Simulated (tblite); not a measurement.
Compound: C4H5FO2.
SMILES with atom numbers: `[CH3:1][C:2](=[O:3])[O:4]/[CH:5]=[CH:6]\[F:7]` (hydrogens: H8, H9, H10 on C1; H11 on C5; H12 on C6)

Computed with GFN2-xTB (tblite), gas phase: nudged elastic band of 9 images (0 to 8), spring 0.2 eV/Å², climbing image at the end, force threshold 0.05 eV/Å. The top image wasn't refined or checked by frequencies; at this threshold it can lie a kcal/mol or more above the true saddle point of the method.

The band describes a rotation about C2–O4 (ester carbonyl carbon, ester single-bonded oxygen), followed by the dihedral C1–C2–O4–C5, from the optimised start (180°) to a second optimised geometry at 0°.

**Question.** Give the energy profile along the converged band.

**Answer.** 
| image | dihedral (°) | E (kcal/mol) | C2–O4 (Å) | C1···C5 (Å) | largest true force (eV/Å) |
| --- | --- | --- | --- | --- | --- |
| 0 | 180 | 0.00 | 1.355 | 3.63 | 0.01 |
| 1 | -163 | 1.08 | 1.356 | 3.60 | 0.07 |
| 2 | -142 | 4.71 | 1.362 | 3.52 | 0.13 |
| 3 | -118 | 10.05 | 1.377 | 3.36 | 0.15 |
| 4 | -86 | 13.15 | 1.388 | 3.15 | 0.02 |
| 5 | -51 | 10.75 | 1.369 | 2.98 | 0.13 |
| 6 | -25 | 8.52 | 1.359 | 2.87 | 0.06 |
| 7 | -11 | 7.58 | 1.355 | 2.82 | 0.06 |
| 8 | 0 | 7.33 | 1.355 | 2.84 | 0.01 |

Barriers of this band. The top is image 4 at -86°: 13.15 kcal/mol forward and 5.82 kcal/mol back; the end lies 7.33 kcal/mol above the start. The central bond is 0.033 Å longer at the top than at the start.

Other torsions move too; by image: C2–O4–C5–C6 (180, -173, -173, -177, 177, 167, 162, 170, 180°).

**Question.** What rate follows at 250 K for crossing this barrier forward?

**Answer.** Taking the electronic barrier for the free energy of activation (no zero-point or entropy terms, transmission 1), rate = (kT/h)·exp(−ΔE/kT) ≈ 2 × 10^1 s⁻¹, whose inverse is 6 × 10^-2 s. An error of 1 kcal/mol in the barrier changes this by a factor of 7, and the method and the loose band can each miss by that much or more.

**Question.** How would the two end points share their population at 250 K, from these energies alone?

**Answer.** exp(−ΔE/kT) with ΔE = 0.318 eV gives 3.9e-07 for the higher one (end) against 1 for the lower, without vibrational, rotational or degeneracy terms.

**Question.** How long is the path, and how are the images spaced?

**Answer.** Cartesian distances between aligned neighbours (all atoms, Å): 0.71, 0.72, 0.73, 0.76, 0.76, 0.81, 0.79, 0.71; the sum is 5.99 Å, and the top lies 49 % of the way along.

The cost below is that of the whole band run. Time: 2.4 s wall; peak memory 0.18 GiB. Hardware: an Arm Neoverse V1 with one thread, shared host with 32 logical CPUs at a one-minute load of 26.
